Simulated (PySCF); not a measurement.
**Excitation energy of Ni⁺ by level of theory**

Ni⁺ [Ar] 3d9 (2D) → Ni⁺ [Ar] 3d8 4p1 (high-spin determinant), as a difference of total energies. Calculation: PySCF 2.14, in aug-cc-pVDZ; no relativity, point nucleus. Correlated levels: valence: [Ar] frozen. The calculations carry no spin-orbit coupling.

```tsv
method	excitation energy (eV)
UHF	4.395
LDA	7.239
PBE	6.734
PBE0	6.349
r2SCAN	6.029
M06	7.138
LC-wPBE	6.910
revPBE	6.653
B97-3	6.566
MP2 (valence)	7.027
SCS-MP2 (valence)	6.833
```

**Question.** How much does correlation contribute at MP2 (valence)?

**Answer.** 7.027 − (4.395) = 2.632 eV, measured against UHF.

A first-order spin-orbit estimate (lowest level to lowest level, LS coupling) adds -0.029 eV.

The determinant of the upper state mixes LS terms, which raises its energy above the lowest term, most at the Hartree-Fock and MP2 levels.
